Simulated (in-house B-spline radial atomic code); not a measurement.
The numbers below are computed, except where a source is named.
# Two electrons in Ge: a parabolic dot with ħω = 37.2 meV in all three directions

For Ge the NSM archive of the Ioffe Institute lists m_l = 1.6 m0, m_t = 0.08 m0 and ε = 16.2; the model takes one isotropic valley with the conductivity mass 3/(1/m_l + 2/m_t) = 0.117 m0, and so misses anisotropy and the other valleys. All triplets below are those of one valley; with several valleys two electrons can form a triplet in the 1s orbital itself, at an energy set by the valley splitting.

Effective-mass model with parabolic bands, a uniform dielectric constant, no image charges, no central-cell or spin-orbit terms. Two-electron levels come from full CI in B-splines with partial waves to l = 5 (up to 0.001 effective hartree above the limit).

Task: What are the effective units, and what is the potential in them?

Result: Ha* = 27211.386 meV × 0.117/16.2² = 12.13 meV and a* = 0.0529177 nm × 16.2/0.117 = 7.327 nm. The frequency is ω = 3.07 Ha*. The one-electron levels are 3ω/2 = 4.6050 and 5ω/2 = 7.6750 Ha*.

In these units the lowest s and p orbitals lie at 4.6050 and 7.6750, and their Coulomb and exchange integrals are J_ss = 1.3980, J_sp = 1.1650 and K_sp = 0.233. (For a parabolic well J_ss = √(2ω/π).) Full CI gives 10.5365 for the ground singlet, 13.1948 for the sp triplet, 13.6068 for the sp singlet and 16.2648 for the lowest triplet of two s orbitals.

Task: What does it cost to add the second electron, to first order and exactly?

Result: To first order E = 2ε_s + J_ss = 10.6080, so the charging energy E(2) − 2E(1) is J_ss = 16.96 meV. CI gives 10.5365 − 2 × (4.6050) = 1.3265, or 16.09 meV: relaxation and correlation lower it by 0.8677 meV, 5.1 % of J_ss. The s² configuration of one-electron orbitals holds 99.1 % of the state, and the mean radius is 4.9 nm.

Task: How far above the singlet do the triplets lie?

Result: To first order the sp triplet lies at ε_s + ε_p + J_sp − K_sp = 13.2120, which is 31.59 meV above 2ε_s + J_ss. CI gives 13.1948 − (10.5365) = 2.6583, or 32.25 meV, 87 % of the orbital spacing of 37.24 meV. The ss triplet lies 69.49 meV up, so the lower of the two is the sp one, and its gap equals k_BT at 374 K. The sp singlet-triplet splitting is 4.999 meV, against 2K_sp = 5.653 meV. The sp singlet lies ħω above the ground state (3.0703 against 3.07), as Kohn's theorem demands for a parabolic well.
